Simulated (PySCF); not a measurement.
Cards and structures have been mixed up. Pair them.

Structures:
1. `[CH3][BiH][CH3]`
2. `C#C[C@@]1(C)C[S@@](=O)C[C@H]1F`
3. `C(C)CSSC`
4. `C=C/C=C\SC`

Card P (geometry PBE0-D3(BJ)/def2-SVP):
- Rotational constants A, B, C: 11.392, 1.234, 1.121 GHz
- Static isotropic polarisability (CAM-B3LYP/def2-SVPD): 93.9 au
- Lowest triplet excitation (Tamm–Dancoff) (TDA CAM-B3LYP/def2-SVPD): 2.75 eV
- Lowest singlet excitation (TDDFT CAM-B3LYP/def2-SVPD): 4.67 eV (266 nm, f = 0.493)
- Point group: Cs
- 13C chemical shifts (computed TMS as zero) by class (GIAO PBE0/pcSseg-1): 140.0 (1 C), 139.9 (1 C), 130.3 (1 C), 123.2 (1 C), 20.1 (1 C) ppm
- Isotropic shieldings of nuclei other than C and H, by class (GIAO PBE0/pcSseg-1): 501 (1 S) ppm

Card Q (geometry PBE0-D3(BJ)/def2-SVP):
* Rotational constants A, B, C: 6.542, 5.283, 3.160 GHz
* Static isotropic polarisability (B3LYP/def2-SVPD): 78.9 au
* Dipole moment (B3LYP/def2-SVPD): 0.72 D
* Vertical ionisation energy (ΔSCF B3LYP/def2-SVPD): 8.91 eV
* Lowest singlet excitation (TDDFT B3LYP/def2-SVPD): 5.57 eV (223 nm, f = 0.053)

Card R (geometry PBE0-D3(BJ)/def2-SVP):
- Rotational constants A, B, C: 3.969, 1.141, 1.037 GHz
- Static isotropic polarisability (CAM-B3LYP/def2-SVPD): 93.8 au
- Strongest line among the 10 lowest singlet transitions (TDDFT CAM-B3LYP/def2-SVPD): S9 at 7.25 eV (171 nm, f = 0.073)
- Point group: C1
- Isotropic shieldings of nuclei other than C and H, by class (GIAO KT2/pcSseg-2): 380 (1 S), 473 (1 S) ppm

Card S (geometry PBE0-D3(BJ)/def2-SVP):
* Rotational constants A, B, C: 2.000, 0.862, 0.797 GHz
* Static isotropic polarisability (B3LYP/def2-SVPD): 104.9 au
* Isotropic shieldings of nuclei other than C and H, by class (GIAO B3LYP/pcSseg-1): 235 (1 O), 354 (1 F), 122 (1 S) ppm
* 13C chemical shifts (computed TMS as zero) by class (GIAO B3LYP/pcSseg-1): 101.2 (1 C), 85.9 (1 C), 76.7 (1 C), 69.4 (1 C), 65.8 (1 C), 45.9 (1 C), 26.3 (1 C) ppm
* Vertical ionisation energy (ΔSCF B3LYP/def2-SVPD): 8.74 eV
* Point group: C1

Each SMILES stands for a single optimised conformer of the isolated species (atoms past krypton carry core potentials, spin–orbit coupling is left out). Electronic properties by PySCF. NMR classes are plain means over equivalent atoms (diastereotopic ones count apart unless rotation or inversion swaps them), as if these changed places fast.

Q: Which card belongs to which structure?

A: P = 4, Q = 1, R = 3, S = 2. What ties each card to its structure:
- 1 (card Q), C2H7Bi, monoisotopic mass 240.0 u, 3 heavy atoms: an asymmetric top with C = 3.160 GHz, the highest such constant on the cards; polarisability 78.9 au for 102 electrons; dipole 0.72 D.
- 2 (card S), C7H9FOS, monoisotopic mass 160.0 u, 10 heavy atoms: 7 C in 7 classes; the least shielded carbon (101.2 ppm) is an sp3 C–F carbon; an asymmetric top with C = 0.797 GHz, the lowest such constant on the cards; polarisability 104.9 au for 84 electrons.
- 3 (card R), C4H10S2, monoisotopic mass 122.0 u, 6 heavy atoms: an asymmetric top with C = 1.037 GHz; polarisability 93.8 au for 66 electrons.
- 4 (card P), C5H8S, monoisotopic mass 100.0 u, 6 heavy atoms: 5 C in 5 classes; point group Cs; an asymmetric top with C = 1.121 GHz; polarisability 93.9 au for 54 electrons.
